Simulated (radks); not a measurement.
Values are calculated unless marked as measured or tabulated.
Charge is removed step by step from the 5p3/2 level of Pt, starting from [Kr] 4d10 4f14 5s2 5p(1/2: 2, 3/2: 4) 5d9 6s1. Code: a radial shooting solver on a logarithmic mesh with Libxc functionals. Model: Dirac Kohn-Sham, PBE, spin-unpolarised, spherical densities, point nucleus; open shells fill j = l - 1/2 first.

removed (e)  E - E(0) (eV)  eigenvalue (eV)  E minus straight line (eV)
0                    0.000          -51.896                       0.000
0.125                6.576          -53.335                      -0.673
0.25                13.336          -54.818                      -1.164
0.375               20.283          -56.342                      -1.467
0.5                 27.423          -57.904                      -1.577
0.625               34.760          -59.501                      -1.489
0.75                42.299          -61.131                      -1.200
0.875               50.044          -62.792                      -0.705
1                   57.999          -64.484                       0.000

Removing the whole electron costs 57.999 eV by Delta-SCF, against 51.896 eV from minus the eigenvalue at the starting occupation. Slater's transition state (half an electron removed) gives 57.904 eV. Integrating minus the eigenvalue over the occupation (Janak's theorem) gives 57.999 eV. The mean slope of the eigenvalue, de/dn, is 12.6 eV per electron.
